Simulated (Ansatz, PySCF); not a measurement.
InF, SMILES [F][In] (connectivity only; charge and spin as stated), neutral, multiplicity 1.

Geometry: r2SCAN-D4/def2-TZVP. The def2 effective core potentials stand for the cores of In; spin–orbit coupling is left out.

Vertical ionisation energy (IE) and electron affinity (EA) in eV. Rows of orbital energies are one-electron estimates. Where ΔSCF, EOM or ADC give a negative EA the extra electron is unbound and the value depends on the basis.

| level | IE | EA |
|---|---|---|
| −ε(HOMO), −ε(LUMO), r2SCAN/def2-TZVPD (PySCF) | 6.79 | 2.04 |
| −ε(HOMO), −ε(LUMO), CAM-B3LYP/def2-TZVPD (PySCF) | (withheld) | (withheld) |
| −ε(HOMO), −ε(LUMO), PBE/def2-TZVPD (PySCF) | 6.53 | 2.26 |
| ΔSCF, ωB97X-V/def2-TZVPD (Ansatz), final states of multiplicity 2 and 2 | 10.02 | -0.06 |
| ΔSCF, PBE/def2-TZVPD (Ansatz), final states of multiplicity 2 and 2 | 9.99 | 0.04 |

Task: Fill in the missing entries. (Estimate from the structure and the level; the computed values follow.)

Result: 
- −ε(HOMO), −ε(LUMO), CAM-B3LYP/def2-TZVPD (PySCF), IE: 8.92
- −ε(HOMO), −ε(LUMO), CAM-B3LYP/def2-TZVPD (PySCF), EA: 0.87

Task: What vertical singlet–triplet gap does ΔSCF give with ωB97X-V/def2-TZVPD (Ansatz, a first-principles code) and with PBE/def2-TZVPD (Ansatz)? (Estimate from the structure and the level; the computed values follow.)

Result: 3.86 and 3.87 eV (triplet above singlet where positive).
